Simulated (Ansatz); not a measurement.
Ansatz results at the PBE0-D4/def2-TZVP geometry: LUMO energy (PBE0/def2-TZVPP) -1.30 eV; LUMO energy (PBE/def2-TZVPP) -2.25 eV; HOMO–LUMO gap (PBE/def2-TZVPP) 3.72 eV.

Each molecule was computed in one conformer, which needn't be the lowest.

Problem. Which molecule gave them?
A. `F/C=C(\[SiH3])SS`
B. `[BH2][GeH2][CH2][SiH3]`
C. `[AlH2][SiH]1C[SiH2]1`
D. `OB/[C]([AlH2])=C\Cl`

Solution. A. The others give `[AlH2][SiH]1C[SiH2]1`: -2.00, -2.72, 3.17; `OB/[C]([AlH2])=C\Cl`: -1.86, -2.68, 3.89; `[BH2][GeH2][CH2][SiH3]`: -2.38, -3.39, 3.59.
